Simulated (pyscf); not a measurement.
O⁻–CH(OH)–OH, singlet

Gas-phase minimum from PySCF at ωB97X-D3(BJ)/def2-SVPD, one conformer. 

```xyz
7

O     -0.7291     0.1270     1.2169
C     -1.1164     0.1769    -0.0194
O     -2.2259    -0.7417    -0.2929
O     -0.0435    -0.1764    -0.9540
H     -1.4888     1.1587    -0.4099
H     -2.2159    -1.2691     0.5152
H      0.6065    -0.5405    -0.3407
```
Charge -1, spin multiplicity 1.

Bond lengths (Å): O1–C2 1.297, C2–O3 1.466, C2–O4 1.466, C2–H5 1.120, O3–H6 0.965, O4–H7 0.965. Bond angles (°): O1–C2–O3 112.3, O1–C2–O4 112.3, O1–C2–H5 117.7, O3–C2–O4 106.5, O3–C2–H5 103.4, O4–C2–H5 103.4, C2–O3–H6 100.3, C2–O4–H7 100.3.

Properties at ωB97X-D3(BJ)/def2-SVPD:

```yaml
harmonic_wavenumbers_unscaled: 221, 374, 474, 516, 623, 885, 920, 1163, 1215, 1297, 1354, 1488, 2862, 3853, 3854 cm⁻¹
zero_point_energy: 30.2 kcal/mol
rotational_symmetry_number: 1
Entropy of this conformer at 298 K and 1 atm, rigid rotor and harmonic oscillator, modes under 100 cm⁻¹ raised to 100: 282.0 J/(mol K)
dipole_moment: depends on origin
```

Single-point totals, which compare only within one level (frozen core for MP2 and CC):

```json
[
 {"level": "ωB97X-D3(BJ)/def2-TZVPD", "total energy (hartree)": "-265.78296"},
 {"level": "PBE/def2-TZVPD", "total energy (hartree)": "-265.45531"},
 {"level": "r²SCAN/def2-TZVPD", "total energy (hartree)": "-265.59947"},
 {"level": "B3LYP-D3(BJ)/def2-TZVPD", "total energy (hartree)": "-265.74129"},
 {"level": "PBE0-D3(BJ)/def2-TZVPD", "total energy (hartree)": "-265.44770"},
 {"level": "M06-2X/def2-TZVPD", "total energy (hartree)": "-265.62663"},
 {"level": "ωB97M-D3(BJ)/def2-TZVPD", "total energy (hartree)": "-265.79236"},
 {"level": "HF/def2-TZVPPD", "total energy (hartree)": "-264.31320"},
 {"level": "MP2/def2-TZVPPD", "total energy (hartree)": "-265.23186"},
 {"level": "CCSD/def2-TZVPPD", "total energy (hartree)": "-265.23478"},
 {"level": "CCSD(T)/def2-TZVPPD", "total energy (hartree)": "-265.27292"}
]
```

The CCSD(T) − MP2 part came from Ansatz, without density fitting, on the same reference.
